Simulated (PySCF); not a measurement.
Computed properties of W(O)2(Me)2 (C2H6O2W), SMILES [O]=[W]([CH3])([CH3])=[O], multiplicity 1

W(O)2(Me)2 (C₂H₆O₂W), SMILES [CH3][W]([CH3])(=[O])=[O], multiplicity 1. Coordinates come from a B3LYP-D3(BJ)/def2-SVP optimisation. The spin state was assumed, not searched. The structure was generated by enumeration; whether it is a known compound was not checked. The def2 effective core potentials stand for the cores of W; spin–orbit coupling is left out. One conformer was computed; it need not be the lowest. All values are computed for the isolated molecule unless a solvent is named; none is compared with measurement here.

**Structure.** The optimised structure has C2v symmetry. All 27 harmonic modes at B3LYP-D3(BJ)/def2-SVP (PySCF) are real, so it is a minimum. With heavy atoms numbered as in [W:1](=[O:2])(=[O:3])([CH3:4])[CH3:8], the shortest bond between them is W1–O3 at 1.714 Å and the longest W1–C8 at 2.120 Å.

**Vibrations.** The strongest infrared lines (harmonic, unscaled, degenerate partners summed) lie at 995 cm⁻¹ (181 km/mol, O 87 %, W 12 %), 1029 cm⁻¹ (78 km/mol, O 94 %), 608 cm⁻¹ (31 km/mol, H 54 %, C 36 %, W 8 %). The softest mode is at 119 cm⁻¹ and the zero-point energy is 47.9 kcal/mol.

**Electronic structure.** PBE0/def2-TZVP (PySCF) places the frontier levels at -8.70 and -2.49 eV, a gap of 6.21 eV, and gives a dipole moment of 3.88 D and a mean polarisability of 68.6 bohr³. PBE/def2-TZVP (PySCF) at the same geometry gives -7.24 and -3.27 eV, so its gap is 2.24 eV narrower. An orbital gap is neither the optical nor the fundamental gap.

**Excitations.** TDDFT-PBE0/def2-SVPD (PySCF) has S1 at 4.39 eV (282 nm, f = 0.003, weak); the most intense of the 10 singlets computed lies at 6.12 eV (f = 0.02). T1 (TDA) is at 4.07 eV. TDDFT-PBE/def2-SVPD (PySCF) puts S1 at 4.13 eV. No vertical singlet excitation falls in the visible range (under 3.1 eV).
